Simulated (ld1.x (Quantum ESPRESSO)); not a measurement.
## u(r) = r·R(r): atom against pseudo-atom (Si (Z = 14))

Columns: radius, all-electron u(r) and pseudo u(r) of the 3p shell (level -7.66 eV) of silicon in the configuration [Ne] 3s2 3p1.5; PBEsol, non-relativistic, PAW scheme, ld1.x (Quantum ESPRESSO) 7.5.

```tsv
r (bohr)	all-electron	pseudo
0.108	0.1199	-0.0064
0.215	0.2417	-0.0249
0.322	0.2779	-0.0546
0.430	0.2435	-0.0946
0.538	0.1662	-0.1425
0.645	0.0691	-0.1957
0.752	-0.0345	-0.2522
0.860	-0.1371	-0.3103
0.968	-0.2326	-0.3672
1.075	-0.3178	-0.4205
1.182	-0.3926	-0.4694
1.290	-0.4576	-0.5132
1.398	-0.5123	-0.5508
1.505	-0.5564	-0.5818
1.612	-0.5912	-0.6066
1.720	-0.6176	-0.6258
1.828	-0.6360	-0.6396
1.935	-0.6474	-0.6485
2.042	-0.6526	-0.6527
2.150	-0.6525	-0.6525
2.258	-0.6478	-0.6478
2.365	-0.6392	-0.6392
2.472	-0.6275	-0.6275
2.580	-0.6130	-0.6130
2.688	-0.5963	-0.5963
2.795	-0.5781	-0.5781
```

(1) How many radial nodes do the two functions have?

(2) At about which radius was the pseudo-wave matched?

(3) Where does each function peak?

(4) Is the pseudo-wave norm-conserving?

Answers

(1) The all-electron 3p function has n − l − 1 = 1; the pseudo-wave has 0, since the states of the same l below it are removed with the core.

(2) 2.15 bohr. The columns agree to 0.0005 from 2.04 bohr on; several derivatives are matched, so the curves merge somewhat inside the radius.

(3) Outermost all-electron maximum near 2.04 bohr, pseudo maximum near 2.04 bohr (to the table’s step).

(4) No, it belongs to a PAW set: the norm inside the radius is not constrained, and the difference is carried by the augmentation charge.
